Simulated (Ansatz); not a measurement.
Consider the silylene formation by 1,1-elimination: `[SiH3]O[SiH2][GeH3]` → `[SiH3][O][GeH3]` + `[SiH2]`.

Gas-phase electronic energies from Ansatz, PBE0-D4/def2-TZVP geometries. CCSD(T)/CBS is the MP2 limit (def2-TZVPP, def2-QZVPP) plus CCSD(T) − MP2 in def2-TZVPP, frozen cores. This one scheme is used for every species. Functionals use def2-TZVPP. For Ge outer-core shells are correlated without core-valence functions, which leaves a few kJ/mol of doubt a bond. Scalar relativity is left out up to krypton. Each species was taken in one conformer, which may not be the lowest.

`[SiH3]O[SiH2][GeH3]`:

Z-matrix (Å, degrees):
```
Si
O 1 1.636
H 1 1.486 2 110.1
H 1 1.483 2 108.2 3 119.9
H 1 1.487 2 110.1 3 -120.3
Si 2 1.639 1 145.8 3 60.9
Ge 6 2.378 2 108.8 1 179.5
H 6 1.490 2 109.8 1 -59.7
H 6 1.490 2 109.8 1 58.7
H 7 1.538 6 110.9 2 -60.2
H 7 1.539 6 109.9 2 -180.0
H 7 1.538 6 110.9 2 60.3
```

`[SiH3][O][GeH3]`:

```xyz
9

Si    1.268    0.696   -0.562
O    -0.209    0.008   -0.673
Ge   -1.339   -0.718    0.488
H     1.235    1.894    0.323
H     1.692    1.103   -1.925
H     2.263   -0.260    0.000
H    -2.542   -1.177   -0.342
H    -1.732    0.355    1.517
H    -0.635   -1.901    1.174
```

`[SiH2]`:

```xyz
3

Si    0.416   -0.113    0.566
H    -1.073    0.156    0.372
H     0.657   -0.043   -0.938
```

```tsv
level	ΔE (kJ/mol)
r2SCAN0-D4	340.5
CAM-B3LYP-D4	319.0
revPBE	298.6
SCS-MP2/def2-TZVPP	307.4
```

Problem. What does CCSD(T)/CBS give? (Best estimate.)

Solution. Computed: +316.1 kJ/mol. The listed levels differ from it by 24.4, 2.9, -17.5, -8.7 kJ/mol.

Largest T1 diagnostic among the species: 0.014.

From PBE to PBE0 (25 % exact exchange), in def2-TZVPP and without D4, ΔE moves by +9.4 kJ/mol. The D4 term adds +12.2 kJ/mol with B3LYP and +6.8 kJ/mol with PBE0; it sums over pairs of atoms, weighted by their polarisabilities, and B3LYP, whose exchange is more repulsive, gets the larger term. At CCSD(T), def2-SVP lies −35.7 kJ/mol from the extrapolated value and def2-TZVPP −11.4 kJ/mol.

CCSD(T)/CBS has its own doubt, a few kJ/mol and more with outer-core shells, so smaller differences from it don't rank the levels.

B3LYP here is the variant with VWN-RPA as its local correlation; programs differ in this.
